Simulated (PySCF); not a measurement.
CaHO, SMILES [OH][Ca], multiplicity 2. Atoms are numbered in the order given.

```xyz
3

Ca     0.0000     0.0000     0.6458
O      0.0000     0.0000    -1.3280
H      0.0000     0.0000    -2.2924
```
Charge 0, spin multiplicity 2.

Coordinates come from a PBE-D3(BJ)/def2-TZVPD optimisation.

Calculation: PBE-D3(BJ)/def2-TZVPD (PySCF).

Frequencies are harmonic and unscaled.

Modes within 1.5 cm⁻¹ of each other (mostly degenerate sets) share a row, with their intensities summed.

Question: List the normal modes with their intensities. (The exact figures need the calculation; the answer reports its results.)

Answer: 
| mode | ν (cm⁻¹) | IR (km/mol) | moving atoms (share of kinetic energy) |
|---|---|---|---|
| 1–2 | 310 | 147.0 | H 87 %, O 12 % |
| 3 | 620 | 96.3 | O 66 %, Ca 30 % |
| 4 | 3828 | 58.2 | H 94 % |
